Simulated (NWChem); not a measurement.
All runs are NWChem calculations. System: CClF, charge 0, spin multiplicity 1, at a geometry optimised with B3LYP/def2-SVP. The structure started from a generated list of species. Level: RHF/def2-TZVP.

Job file:

```
start mol
memory heap 200 mb stack 900 mb global 1100 mb
geometry units angstroms nocenter noautoz
  F      0.252680    -1.473841     0.000000
  C     -0.685351    -0.585655     0.000000
  Cl     0.108117     0.986970     0.000000
  symmetry group Cs
end
basis spherical
  * library def2-tzvp
end
scf
  rhf
  nopen 0
  maxiter 100
  thresh 1e-7
  semidirect memsize 60000000 filesize 0
end
task scf energy
```

NWChem printed:

```
             Northwest Computational Chemistry Package (NWChem) 7.3.0
             --------------------------------------------------------

                                NWChem Input Module
                                -------------------

 Scaling coordinates for geometry "geometry" by  1.889725989
 (inverse scale =  0.529177249)

 Turning off AUTOSYM since
 SYMMETRY directive was detected!

                             Geometry "geometry" -> ""
                             -------------------------

 Output coordinates in angstroms (scale by  1.889725989 to convert to a.u.)

  No.       Tag          Charge          X              Y              Z
 ---- ---------------- ---------- -------------- -------------- --------------
    1 F                    9.0000     0.25268000    -1.47384100     0.00000000
    2 C                    6.0000    -0.68535100    -0.58565500     0.00000000
    3 Cl                  17.0000     0.10811700     0.98697000     0.00000000

 Effective nuclear repulsion energy (a.u.)      85.6081254425

            Nuclear Dipole moment (a.u.)
            ----------------------------
        X                 Y               Z
 ---------------- ---------------- ----------------
     0.0000056692    -0.0000170075     0.0000000000

      Symmetry information
      --------------------

 Group name             Cs
 Group number              2
 Group order               2
 No. of unique centers     3

      Symmetry unique atoms

     1    2    3


 Summary of "ao basis" -> "" (spherical)
 ------------------------------------------------------------------------------
       Tag                 Description            Shells   Functions and Types
 ---------------- ------------------------------  ------  ---------------------
 *                         def2-tzvp                  on all atoms

 Summary of "ao basis" -> "ao basis" (spherical)
 ------------------------------------------------------------------------------
       Tag                 Description            Shells   Functions and Types
 ---------------- ------------------------------  ------  ---------------------
[...]
  ----- ------------  ---------------      ----- ------------  ---------------
    77      0.333862  3 Cl px                35      0.308808  2 C  s
    36      0.287571  2 C  s                 37     -0.278100  2 C  px
    80      0.244583  3 Cl px                40     -0.241018  2 C  px
    34      0.194377  2 C  s                 74      0.156287  3 Cl px
     6      0.150295  1 F  px

 Vector   17  Occ=0.000000D+00  E= 5.220712D-02  Symmetry=a"
              MO Center= -6.0D-01, -4.3D-01,  1.6D-15, r^2= 2.1D+00
   Bfn.  Coefficient  Atom+Function         Bfn.  Coefficient  Atom+Function
  ----- ------------  ---------------      ----- ------------  ---------------
    45      0.602362  2 C  pz                42      0.373705  2 C  pz
    39      0.355688  2 C  pz                82     -0.308174  3 Cl pz
    14     -0.244855  1 F  pz                 8     -0.168908  1 F  pz
    79     -0.151133  3 Cl pz

 Vector   18  Occ=0.000000D+00  E= 1.790119D-01  Symmetry=a'
              MO Center= -2.5D-01,  2.5D-01,  2.4D-15, r^2= 3.9D+00
   Bfn.  Coefficient  Atom+Function         Bfn.  Coefficient  Atom+Function
  ----- ------------  ---------------      ----- ------------  ---------------
    67     -0.911392  3 Cl s                 35      0.875252  2 C  s
    81      0.843693  3 Cl py                44      0.774401  2 C  py
    80      0.469950  3 Cl px                41      0.455790  2 C  py
     5      0.344193  1 F  s                 38      0.250442  2 C  py
    43      0.231210  2 C  px                78      0.176696  3 Cl py

 Vector   19  Occ=0.000000D+00  E= 2.201538D-01  Symmetry=a'
              MO Center=  5.0D-02, -6.5D-01, -8.4D-16, r^2= 4.8D+00
   Bfn.  Coefficient  Atom+Function         Bfn.  Coefficient  Atom+Function
  ----- ------------  ---------------      ----- ------------  ---------------
    36      2.542290  2 C  s                  5     -1.778320  1 F  s
    43      1.354882  2 C  px                67     -1.083811  3 Cl s
    81      0.817606  3 Cl py                13     -0.450085  1 F  py
    40      0.428681  2 C  px                12      0.305196  1 F  px
    44     -0.227058  2 C  py                 3     -0.161169  1 F  s

 center of mass
 --------------
 x =   0.01022766 y =  -0.01476079 z =   0.00000000

 moments of inertia (a.u.)
 ------------------
         283.699055935583          -5.269487767376           0.000000000000
          -5.269487767376          25.912695283229           0.000000000000
           0.000000000000           0.000000000000         309.611751218813

  Mulliken analysis of the total density
  --------------------------------------

    Atom       Charge   Shell Charges
 -----------   ------   -------------------------------------------------------
    1 F    9     9.14   0.77  1.20  0.60  1.02  0.31  2.23  2.26  0.72  0.00  0.02  0.00
    2 C    6     5.80   0.86  1.11  0.63  0.87  0.27  0.85  0.89  0.14  0.04  0.12  0.02
    3 Cl  17    17.06   2.01  0.45  1.52  1.10  0.83  4.18  1.69  1.07  2.82  1.35  0.01  0.03  0.01

       Multipole analysis of the density wrt the origin
       ------------------------------------------------

     L   x y z        total         open         nuclear
     -   - - -        -----         ----         -------
     0   0 0 0     -0.000000      0.000000     32.000000

     1   1 0 0      0.200797      0.000000      0.000006
     1   0 1 0      0.015087      0.000000     -0.000017
     1   0 0 1     -0.000000      0.000000      0.000000

     2   2 0 0    -18.787388      0.000000     12.825758
     2   1 1 0     -0.009576      0.000000      3.109055
     2   1 0 1      0.000000      0.000000      0.000000
     2   0 2 0    -17.222625      0.000000    136.299249
     2   0 1 1      0.000000      0.000000      0.000000
     2   0 0 2    -16.446316      0.000000      0.000000

 Task  times  cpu:        1.3s     wall:        1.3s

 Total times  cpu:        1.3s     wall:        1.3s
```
